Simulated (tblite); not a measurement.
Species: C6H6ClN2 (doublet state).
Numbering: `[CH2:1][CH2:2][C@H:3]([Cl:4])[CH:5]([C:6]#[N:7])[C:8]#[N:9]` (hydrogens: H10, H11 on C1; H12, H13 on C2; H14 on C3; H15 on C5)

The geometry is computed with GFN2-xTB (gas phase). This method treats the open shell by occupation alone, without spin polarisation.

**Question.** What internal coordinates does the optimisation give?

**Answer.** 
```csv
bond,length (Å),order
C1–C2,1.472,single
C2–C3,1.532,single
C3–Cl4,1.797,single
C3–C5,1.543,single
C5–C6,1.452,single
C6≡N7,1.141,triple
C5–C8,1.451,single
C8≡N9,1.141,triple
"C1–H10, C1–H11",1.071,single
C2–H12,1.105,single
C2–H13,1.093,single
C3–H14,1.093,single
C5–H15,1.098,single
```

Bonds in one row agree within 0.01 Å and their mean is given. Orders are formal, as drawn. A selection of angles:
```csv
angle,degrees
C1–C2–C3,112.2
C2–C3–Cl4,109.8
C2–C3–C5,112.4
Cl4–C3–C5,108.2
C3–C5–C6,111.3
C3–C5–C8,109.9
C6–C5–C8,109.0
C5–C6–N7,179.6
C5–C8–N9,179.1
```

Torsions: C1–C2–C3–Cl4 -65° (synclinal); C2–C3–C5–C6 56° (synclinal).

The C–C distances run from 1.451 Å (C5–C8, drawn single) to 1.543 Å (C3–C5, drawn single), a spread of 0.092 Å. Of the pairs four or more bonds apart, C8···H12 is among the closest relative to their van der Waals radii: 2.58 Å, 89 % of the sum of Bondi's values. C1 (carbon bonded to C and 2 H) is planar (angles 120.9°, 120.0° and 119.0°, sum 360.0°, 0.01 Å off the plane of its three neighbours).

Point group: C1 (no symmetry element, even within 0.4 Å). Its GFN2-xTB frequencies are all real (lowest 50 cm⁻¹). Torsions: H–C1–C2–C3 141° and -41°, C1–C2–C3–Cl4 -65°, C2–C3–C5–C6 56°. 3 starts were optimised and ended at 0.00, 1.24 and -29.78 kcal/mol (GFN2-xTB); the lowest of these is shown.

One conformer stands for the species.
